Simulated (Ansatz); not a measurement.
`CC[Si]O` + H–F → `O[Si]F` + `CC` at 700 K and 1 bar (ligand exchange at the Si–C bond).

Isolated molecules relaxed with PBE0-D4/def2-TZVP in Ansatz; ΔE leaves out vibrations. CCSD(T)/CBS adds triple-zeta CCSD(T) − MP2 to the extrapolated MP2 energy (def2 sets, frozen cores). This one scheme is used for every species. Each species was taken in one conformer, which may not be the lowest.

```csv
species,CCSD(T)/CBS energy (Eh),H − E (kJ/mol),S (J/(mol·K))
`CC[Si]O`,-443.97447,274.2,417.9
H–F,-100.39570,45.2,198.5
`O[Si]F`,-464.72778,80.2,319.6
`CC`,-79.71954,238.1,289.3
```

H − E and S are ideal-gas, rigid-rotor, harmonic terms from PBE0-D4/def2-TZVP, for one conformer and one mirror image of each species. 1 Eh = 2625.50 kJ/mol, R = 8.31446 J/(mol·K).

Q: By hand: ΔE, ΔH, ΔS and ΔG.

A: ΔE = (-464.72778) + (-79.71954) − (-443.97447) − (-100.39570) = -0.07715 Eh = -202.6 kJ/mol. Δ(H − E) = 80.2 + 238.1 − 274.2 − 45.2 = -1.1, so ΔH = -203.7 kJ/mol. ΔS = 319.6 + 289.3 − 417.9 − 198.5 = -7.5 J/(mol·K). ΔG = -203.7 − 700 × (-7.5)/1000 = -198.4 kJ/mol.

Q: By hand: the equilibrium constant, and the temperature at which ΔG would vanish if ΔH and ΔS stayed fixed.

A: log₁₀ K = −ΔG/(RT ln 10) = 14.8. ΔG = 0 at ΔH/ΔS = 27160 K, far beyond where these terms or the molecules hold.

The number of gas molecules stays the same, so ΔS is small and ΔH decides. A doubt of 5 kJ/mol in ΔE shifts log₁₀ K by 0.4 here. Other conformers and mirror images would add mixing entropy, several J/(mol·K) or more a flexible species. These are equilibria of isolated gas molecules and say nothing of rates. Largest T1 diagnostic: 0.015 (customary marks: 0.02 for closed shells, 0.045 for open ones).
